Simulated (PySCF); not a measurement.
F2H2O2SW, SMILES [OH][W]([OH])([F])([F])=[S], multiplicity 1.

Geometry optimised at B3LYP-D3(BJ)/def2-SVP. The multiplicity is an assumed one; no other spin state was optimised. The structure was generated by enumeration; whether it is a known compound was not checked. The def2 effective core potentials stand for the cores of W; spin–orbit coupling is left out. One conformer was computed; it need not be the lowest.

These are PySCF with PBE/def2-TZVP values and carry that method's errors.

Symmetry labels are those of the subgroup Cs that the program uses (full group Cs).

Computed valence orbital energies around the gap with their symmetry:
```csv
orbital,symmetry,energy (eV)
HOMO−7,A',-10.22
HOMO−6,A",-9.79
HOMO−5,A',-9.28
HOMO−4,A',-8.99
HOMO−3,A",-8.35
HOMO−2,A',-8.33
HOMO−1,A',-7.26
HOMO,A",-6.89
LUMO,A",-3.96
LUMO+1,A',-3.31
LUMO+2,A",-2.74
LUMO+3,A',-2.09
```
